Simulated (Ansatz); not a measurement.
H7N4Ta, SMILES `[NH]=[Ta]([NH2])([NH2])[NH2]`, relaxed with RKS PBE-D4/def2-SVP in the Gaussian-basis code of Ansatz from a rough embedded geometry. The force threshold is 0.03 eV/Å; the program also tests the step.

Total charge 0; spin multiplicity 1. Ta: def2 effective core potential.

Start:

```xyz
12

N     1.859   -1.554   -0.032
Ta    0.338   -0.354    0.090
N    -0.932   -1.023    1.743
N    -0.839   -0.415   -1.855
N     0.981    1.726    0.485
H     2.647   -1.355   -0.774
H    -1.929   -1.191    1.298
H    -1.068   -0.229    2.358
H    -1.779   -0.322   -1.585
H    -0.489    0.397   -2.360
H     0.267    2.122    1.088
H     0.944    2.197   -0.456
```

Problem. How much energy does the relaxation release, and in how many steps? (Estimate.)

Solution. Ansatz gave: 76.75 kcal/mol, in 12 steps, 2 of them rejected.

Problem. Which bonds change most? (Best estimate.)

Solution. Ansatz gave: Ta2–N4 from 2.274 to 2.003 Å; Ta2–N5 from 2.212 to 2.003 Å; Ta2–N3 from 2.190 to 2.025 Å; N1–Ta2 from 1.941 to 1.798 Å.

Problem. Give the relaxed structure. (Best estimate.)

Solution. The calculation gave: 
```xyz
12

N     1.688   -0.968   -0.390
Ta    0.159   -0.085   -0.047
N    -0.953   -0.783    1.495
N    -0.968   -0.264   -1.692
N     0.709    1.777    0.447
H     2.467   -1.628   -0.330
H    -1.618   -1.560    1.400
H    -0.648   -0.751    2.475
H    -1.820    0.290   -1.847
H    -0.708   -0.726   -2.568
H     0.039    2.526    0.658
H     1.652    2.173    0.398
```
